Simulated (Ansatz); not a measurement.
Reactions of H₇PSi₂, SMILES `[SiH3]P[SiH3]`.

Program: Ansatz. Geometries: PBE0-D4/def2-TZVP. ΔE: electronic, gas phase. CCSD(T)/CBS adds triple-zeta CCSD(T) − MP2 to the extrapolated MP2 energy (def2 sets, frozen cores). This one scheme is used for every species. Elements past krypton have def2 core potentials. For Te outer-core shells are correlated without core-valence functions, which leaves a few kJ/mol of doubt a bond. One conformer a species, not always the lowest.

Q: Order these by ΔE at CCSD(T)/CBS, lowest first. (Estimate.)
A. `[SiH3]P[SiH3]` + H₂ → `[SiH3]P` + SiH₄
B. `[SiH3]P[SiH3]` + `F[SiH3]` → `F[SiH2]P[SiH3]` + SiH₄
C. `[SiH3]P[SiH3]` → `[SiH3]P` + `[SiH2]`
D. `[SiH3]P[SiH3]` + `C=N` → `C=NP[SiH3]` + SiH₄
E. `[SiH3]P[SiH3]` + `CC[TeH]` → `CC[Te][SiH3]` + `[SiH3]P`
F. `[SiH3]P[SiH3]` + `O[Si](O)(Cl)Cl` → `O[Si](Cl)(Cl)O[SiH3]` + `[SiH3]P`

A: F (-0.80 eV), E (-0.33 eV), B (0.00 eV), A (+0.09 eV), D (+0.61 eV), C (+2.74 eV).

Largest T1 diagnostic: 0.015, for `C=NP[SiH3]`.
